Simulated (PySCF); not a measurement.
## Correlation energy of Se (selenium, neutral)

[Ar] 3d10 4s1 4p5, high-spin 3P determinant (an excited configuration). Calculation: PySCF 2.14, in aug-cc-pVTZ-DK (7s6p4d2f, 59 functions); scalar relativity by spin-free X2C-1e. Frozen: [Ar] 3d10; 6 electrons correlated.

MP2 pair energies summed by pair of shells (mhartree):

```json
{"pair": "4p-4p", "energy": "-117.16", "share (%)": "88.1"}
{"pair": "4s-4p", "energy": "-15.90", "share (%)": "11.9"}
```

Total MP2 correlation energy: -133.06 mhartree.

Same-spin part -25.81 and opposite-spin part -107.25 mhartree; SCS-MP2 scales them by 1/3 and 6/5 to -137.30 mhartree.
